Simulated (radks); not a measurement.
Xe II, 53 electrons, occupied as [Kr] 4d10 5s2 5p5. All-electron calculation, Dirac Kohn-Sham, PBEsol, spin-unpolarised, spherical densities, finite nucleus; open shells fill j = l - 1/2 first; Fermi nuclear charge, rms radius 4.7859 fm. Program: a radial shooting solver on a logarithmic mesh with Libxc functionals.

Radial electron density D(r) = 4 pi r^2 rho(r):

r (bohr)  D(r) (e/bohr)
0.001641          4.902
0.002188          7.845
0.002896          12.16
0.003862          18.60
0.00511           27.20
0.006815          38.44
0.009018          50.80
0.01203           62.71
0.01604           70.28
0.02123           70.74
0.02831           65.46
0.03746           62.19
0.04996           69.73
0.0661            84.98
0.08816           90.42
0.1167            76.51
0.1556            65.13
0.2075            74.20
0.2746            71.96
0.3662            42.00
0.4845            25.57
0.6462            29.68
0.8551            23.83
1.14              11.40
1.509             6.281
2.013             4.376
2.684             2.081
3.552            0.5486
4.737           0.06772
6.268          0.003696

D(r) has 4 maxima, at r = 0.0187, 0.0827, 0.236, 0.673 bohr, and minima at 0.0366, 0.156, 0.492 bohr, inside which lie 2.03, 11.21, 28.96 electrons.
